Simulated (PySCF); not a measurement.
C6H5O2S (charge +1).
Numbering: `[O:1]=[C:2]([OH:3])[c:4]1[cH:5][cH:6][cH:7][s+:8][cH:9]1`

Geometry (GFN2-xTB, Å), atoms numbered from 1 in this order:
```xyz
14
C6H5O2S angstrom
O      2.6234    1.1337    0.5617
C      1.9954    0.2180    0.1180
O      2.4900   -0.8852   -0.4065
C      0.4740    0.2226    0.1086
C     -0.2483   -0.8500   -0.4133
C     -1.6406   -0.8672   -0.4315
C     -2.4092    0.1606    0.0584
S     -1.7911    1.5805    0.7459
C     -0.1281    1.3425    0.6432
H      3.4631   -0.8847   -0.3992
H      0.3013   -1.6899   -0.8146
H     -2.1428   -1.7289   -0.8500
H     -3.4886    0.1105    0.0273
H      0.5007    2.1371    1.0298
```

Probes without a nucleus sit at each ring's centroid and 1 Å off its mean plane on both sides; NICS is minus the shielding there, NICSzz its component along the normal. Level: GIAO PBE0/pcSseg-1 (PySCF, non-relativistic, gas phase) on the GFN2-xTB geometry, one conformer.

Ring bond lengths (Å), with Mayer bond orders in brackets: C4–C5 1.394 (1.32), C5–C6 1.393 (1.39), C6–C7 1.374 (1.47), C7–S8 1.694 (1.27), S8–C9 1.683 (1.32), C9–C4 1.379 (1.45).

Task: What do the NICS probes read (ppm)?

Result: 
```json
{"ring": "C4–C5–C6–C7–S8–C9", "type": "6-membered ring with S; formal bonds all aromatic", "NICS(0)": "-7.8", "NICS(1), two faces": "-11.0 / -11.0", "NICS(1)zz, two faces": "-25.9 / -25.9", "rms pucker (Å)": "0.00", "centre to ring atoms, mean (Å)": "1.48"}
```

Task: What do they say, and how far can they be read as aromaticity?

Result: 
- C4–C5–C6–C7–S8–C9: mean NICS(1)zz -25.9 ppm, shielded. The ring is flat and has no four-coordinate atom; by the NICS criterion it is aromatic.

Task: And the bond-length index? Use HOMA with the parameters of Krygowski (1993).

Result: 
- C4–C5–C6–C7–S8–C9: HOMA 0.98; the largest term is that of C6–C7, α(R − Ropt)² = 0.05. The geometric and the magnetic index point the same way.

Task: What field does 7.05 T along the ring normal induce along that normal at the second NICS(1) probe listed for ring C4–C5–C6–C7–S8–C9, 1 Å off the ring?

Result: NICSzz × B0 = -25.9 ppm × 7.05 T = -183 μT, against the applied field.

Task: What are the shieldings of the ring atoms and their hydrogens in the same run (means over atoms taken as equivalent)?

Result: 
```json
{"atoms": "C4", "environment": "substituted aromatic carbon", "σ isotropic (ppm)": "42.7", "principal values of the symmetric part, first atom (ppm)": "-64.0, 25.4, 166.8"}
{"atoms": "C5", "environment": "aromatic CH carbon", "σ isotropic (ppm)": "28.3", "principal values of the symmetric part, first atom (ppm)": "-73.1, -28.6, 186.6"}
{"atoms": "C6", "environment": "aromatic CH carbon", "σ isotropic (ppm)": "41.8", "principal values of the symmetric part, first atom (ppm)": "-71.1, 10.3, 186.3"}
{"atoms": "C7", "environment": "aromatic CH next to a ring sulfur", "σ isotropic (ppm)": "18.0", "principal values of the symmetric part, first atom (ppm)": "-112.7, -9.0, 175.8"}
{"atoms": "S8", "environment": "ring sulfur", "σ isotropic (ppm)": "138.7", "principal values of the symmetric part, first atom (ppm)": "-132.3, -31.0, 579.3"}
{"atoms": "C9", "environment": "aromatic CH next to a ring sulfur", "σ isotropic (ppm)": "14.6", "principal values of the symmetric part, first atom (ppm)": "-113.4, -20.8, 178.1"}
{"atoms": "H11", "environment": "aromatic hydrogen", "σ isotropic (ppm)": "21.65", "principal values of the symmetric part, first atom (ppm)": "16.9, 20.6, 27.5"}
{"atoms": "H12", "environment": "aromatic hydrogen", "σ isotropic (ppm)": "22.27", "principal values of the symmetric part, first atom (ppm)": "18.1, 22.8, 25.9"}
{"atoms": "H13", "environment": "aromatic hydrogen", "σ isotropic (ppm)": "21.68", "principal values of the symmetric part, first atom (ppm)": "18.3, 20.7, 26.1"}
{"atoms": "H14", "environment": "aromatic hydrogen", "σ isotropic (ppm)": "20.69", "principal values of the symmetric part, first atom (ppm)": "16.3, 19.1, 26.6"}
```
